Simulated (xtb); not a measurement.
Job for xtb: GFN2-xTB on AsH3 (SMILES [AsH3]), a point of a bond scan (R = 4.118 Å).

```
$ xtb mol.xyz --gfn 2 --sp --chrg 0 --uhf 0
4

As     0.00042674     0.00037277     0.07075147
H     -0.76050419     3.32669128    -2.23467906
H     -0.93712035    -0.86192286    -0.76812259
H      1.20443737    -0.38272110    -0.78356432
```

Program output:

```
[...]
           -------------------------------------------------
          |                Calculation Setup                |
           -------------------------------------------------



molecular fragmentation (1/2 indicates fragments):
1211
# atoms in fragment 1/2:     3     1
 fragment masses (1/2) :       76.94        1.01
CMA distance (Bohr)    :   7.785
constraining FC (au)   :  0.0500

           -------------------------------------------------
          |                 G F N 2 - x T B                 |
           -------------------------------------------------

        Reference                      10.1021/acs.jctc.8b01176
      * Hamiltonian:
        H0-scaling (s, p, d)           1.850000    2.230000    2.230000
        zeta-weighting                 0.500000
      * Dispersion:
        s8                             2.700000
        a1                             0.520000
        a2                             5.000000
        s9                             5.000000
      * Repulsion:
        kExp                           1.500000    1.000000
        rExp                           1.000000
      * Coulomb:
        alpha                          2.000000
        third order                    shell-resolved
        anisotropic                    true
        a3                             3.000000
        a5                             4.000000
        cn-shift                       1.200000
        cn-exp                         4.000000
        max-rad                        5.000000


          ...................................................
          :                      SETUP                      :
          :.................................................:
          :  # basis functions                  13          :
          :  # atomic orbitals                  12          :
          :  # shells                            6          :
          :  # electrons                         8          :
          :  max. iterations                   250          :
          :  Hamiltonian                  GFN2-xTB          :
          :  restarted?                      false          :
          :  GBSA solvation                  false          :
          :  PC potential                    false          :
          :  electronic temp.          300.0000000     K    :
          :  accuracy                    1.0000000          :
          :  -> integral cutoff          0.2500000E+02      :
          :  -> integral neglect         0.1000000E-07      :
          :  -> SCF convergence          0.1000000E-05 Eh   :
          :  -> wf. convergence          0.1000000E-03 e    :
          :  Broyden damping             0.4000000          :
          :  net charge                          0          :
          :  unpaired electrons                  0          :
          ...................................................

 iter      E             dE          RMSdq      gap      omega  full diag
   1     -3.5399938 -0.353999E+01  0.146E+01    1.82       0.0  T
   2     -3.3309661  0.209028E+00  0.146E+01    3.22       1.0  T
   3     -3.5598885 -0.228922E+00  0.108E+01    0.68       1.0  T
   4     -3.3454083  0.214480E+00  0.148E+01    1.98       1.0  T
   5     -3.3595335 -0.141252E-01  0.141E+01    0.90       1.0  T
   6     -3.3606374 -0.110395E-02  0.146E+01    1.09       1.0  T
   7     -3.3980447 -0.374072E-01  0.133E+01    0.29       1.0  T
   8     -3.5554473 -0.157403E+00  0.125E+01    2.28       1.0  T
   9     -3.6523647 -0.969173E-01  0.672E+00    0.17       1.0  T
  10     -3.3680642  0.284301E+00  0.142E+01    0.60       1.0  T
  11     -3.5885942 -0.220530E+00  0.895E+00    0.33       1.0  T
  12     -3.3811016  0.207493E+00  0.138E+01    0.38       1.0  T
  13     -3.4168552 -0.357537E-01  0.132E+01    0.24       1.0  T
  14     -3.6128156 -0.195960E+00  0.812E+00    0.23       1.0  T
  15     -3.4204112  0.192404E+00  0.129E+01    0.24       1.0  T
  16     -3.7223805 -0.301969E+00  0.316E+00    0.11       1.0  T
  17     -3.3723002  0.350080E+00  0.138E+01    0.50       1.0  T
  18     -3.7333210 -0.361021E+00  0.226E+00    0.10       1.0  T
  19     -3.3733647  0.359956E+00  0.137E+01    0.48       1.0  T
  20     -3.7447818 -0.371417E+00  0.550E-01    0.09       1.0  T
  21     -3.3804025  0.364379E+00  0.135E+01    0.39       1.0  T
  22     -3.7433382 -0.362936E+00  0.804E-01    0.10       1.0  T
  23     -3.4031134  0.340225E+00  0.130E+01    0.28       1.0  T
  24     -3.7433476 -0.340234E+00  0.791E-01    0.10       1.0  T
  25     -3.4705696  0.272778E+00  0.116E+01    0.18       1.0  T
  26     -3.7285903 -0.258021E+00  0.297E+00    0.09       1.0  T
  27     -3.5552328  0.173357E+00  0.970E+00    0.14       1.0  T
  28     -3.7200353 -0.164802E+00  0.360E+00    0.09       1.0  T
  29     -3.7001315  0.199038E-01  0.478E+00    0.09       1.0  T
  30     -3.7287932 -0.286617E-01  0.288E+00    0.09       1.0  T
  31     -3.7444980 -0.157047E-01  0.354E-01    0.09       1.0  T
  32     -3.7110640  0.334340E-01  0.418E+00    0.12       1.0  T
  33     -3.6404035  0.706605E-01  0.752E+00    0.18       1.0  T
  34     -3.5967053  0.436983E-01  0.905E+00    0.28       1.0  T
  35     -3.5873650  0.934023E-02  0.937E+00    0.34       1.0  T
  36     -3.5910472 -0.368221E-02  0.919E+00    0.31       1.0  T
  37     -3.6914542 -0.100407E+00  0.516E+00    0.13       1.0  T
  38     -3.6621887  0.292655E-01  0.655E+00    0.10       1.0  T
  39     -3.7399135 -0.777248E-01  0.151E+00    0.10       1.0  T
  40     -3.7259427  0.139709E-01  0.315E+00    0.09       1.0  T
  41     -3.7447137 -0.187711E-01  0.221E-01    0.09       1.0  T
  42     -3.7443587  0.354972E-03  0.487E-01    0.09       1.0  T
  43     -3.7447425 -0.383764E-03  0.162E-01    0.09       1.0  T
  44     -3.7447857 -0.431882E-04  0.269E-02    0.09       1.9  T
  45     -3.7447858 -0.832353E-07  0.228E-02    0.09       2.2  T
  46     -3.7447774  0.833148E-05  0.685E-02    0.09       1.0  T
  47     -3.7447854 -0.797053E-05  0.167E-02    0.09       3.0  T
  48     -3.7447855 -0.474634E-07  0.153E-02    0.09       3.3  T
  49     -3.7447857 -0.285353E-06  0.934E-03    0.09       5.4  T
  50     -3.7447859 -0.176943E-06  0.505E-04    0.09      99.0  T
  51     -3.7447859  0.904516E-09  0.697E-04    0.09      71.7  T

   *** convergence criteria satisfied after 51 iterations ***

         #    Occupation            Energy/Eh            Energy/eV
      -------------------------------------------------------------
         1        2.0000           -0.6323838             -17.2080
         2        2.0000           -0.4651250             -12.6567
         3        2.0000           -0.4418321             -12.0229
         4        1.7168           -0.3529512              -9.6043 (HOMO)
         5        0.2832           -0.3495274              -9.5111 (LUMO)
         6                         -0.1890707              -5.1449
         7                         -0.1036558              -2.8206
         8                         -0.0113006              -0.3075
         9                         -0.0102090              -0.2778
       ...                                ...                  ...
        12                          0.7144332              19.4407
      -------------------------------------------------------------
                  HL-Gap            0.0034238 Eh            0.0932 eV
             Fermi-level           -0.3512393 Eh           -9.5577 eV

 SCC (total)                   0 d,  0 h,  0 min,  0.008 sec
 SCC setup                      ...        0 min,  0.000 sec (  1.765%)
 Dispersion                     ...        0 min,  0.000 sec (  0.774%)
 classical contributions        ...        0 min,  0.000 sec (  0.346%)
 integral evaluation            ...        0 min,  0.000 sec (  5.371%)
 iterations                     ...        0 min,  0.007 sec ( 84.591%)
 molecular gradient             ...        0 min,  0.000 sec (  5.611%)
 printout                       ...        0 min,  0.000 sec (  1.318%)

         :::::::::::::::::::::::::::::::::::::::::::::::::::::
         ::                     SUMMARY                     ::
         :::::::::::::::::::::::::::::::::::::::::::::::::::::
         :: total energy              -3.735977285477 Eh    ::
         :: gradient norm              0.014107343294 Eh/a0 ::
         :: HOMO-LUMO gap              0.093165660022 eV    ::
         ::.................................................::
         :: SCC energy                -3.744785496061 Eh    ::
         :: -> isotropic ES            0.001222154636 Eh    ::
         :: -> anisotropic ES          0.000132442902 Eh    ::
         :: -> anisotropic XC          0.000932902740 Eh    ::
         :: -> dispersion             -0.000962840620 Eh    ::
         :: repulsion energy           0.008808210584 Eh    ::
         :: add. restraining           0.000000000000 Eh    ::
         :: total charge              -0.000000000000 e     ::
         :::::::::::::::::::::::::::::::::::::::::::::::::::::

           -------------------------------------------------
          |                Property Printout                |
           -------------------------------------------------

    * Orbital Energies and Occupations

         #    Occupation            Energy/Eh            Energy/eV
      -------------------------------------------------------------
         1        2.0000           -0.6323838             -17.2080
         2        2.0000           -0.4651250             -12.6567
         3        2.0000           -0.4418321             -12.0229
         4        1.7168           -0.3529512              -9.6043 (HOMO)
         5        0.2832           -0.3495274              -9.5111 (LUMO)
         6                         -0.1890707              -5.1449
         7                         -0.1036558              -2.8206
         8                         -0.0113006              -0.3075
         9                         -0.0102090              -0.2778
        10                         -0.0092221              -0.2509
        11                          0.4009494              10.9104
        12                          0.7144332              19.4407
      -------------------------------------------------------------
                  HL-Gap            0.0034238 Eh            0.0932 eV
             Fermi-level           -0.3512393 Eh           -9.5577 eV

     #   Z          covCN         q      C6AA      α(0)
     1  33 As       1.938     0.167   226.909    28.253
     2   1 H        0.000    -0.156    19.995     8.176
     3   1 H        0.969    -0.006     3.147     2.773
     4   1 H        0.969    -0.006     3.147     2.773

 Mol. C6AA /au·bohr⁶  :        531.074432
 Mol. C8AA /au·bohr⁸  :      25580.016903
 Mol. α(0) /au        :         41.974504


Wiberg/Mayer (AO) data.
largest (>0.10) Wiberg bond orders for each atom

 ---------------------------------------------------------------------------
     #   Z sym  total        # sym  WBO       # sym  WBO       # sym  WBO
 ---------------------------------------------------------------------------
     1  33 As   2.489 --     4 H    0.996     3 H    0.996     2 H    0.498
     2   1 H    0.498 --     1 As   0.498
     3   1 H    1.000 --     1 As   0.996
     4   1 H    1.000 --     1 As   0.996
 ---------------------------------------------------------------------------

Topologies differ in total number of bonds
Writing topology from bond orders to xtbtopo.mol

molecular dipole:
                 x           y           z       tot (Debye)
 q only:        0.222      -0.970       0.699
   full:        0.284      -1.252       0.555       3.555
molecular quadrupole (traceless):
                xx          xy          yy          xz          yz          zz
 q only:        4.136       2.110      -4.610      -1.417       6.201       0.474
  q+dip:        4.192       2.116      -4.584      -1.410       6.163       0.392
Note: The following floating-point exceptions are signalling: IEEE_UNDERFLOW_FLAG IEEE_DENORMAL
normal termination of xtb
   full:        4.419       2.158      -4.550      -1.320       5.743       0.131


           -------------------------------------------------
          | TOTAL ENERGY               -3.735977285477 Eh   |
          | GRADIENT NORM               0.014107343294 Eh/α |
          | HOMO-LUMO GAP               0.093165660022 eV   |
           -------------------------------------------------

------------------------------------------------------------------------
------------------------------------------------------------------------
 total:
 SCF:
```

The run finished.

Cost: roughly 0.07 core-seconds.
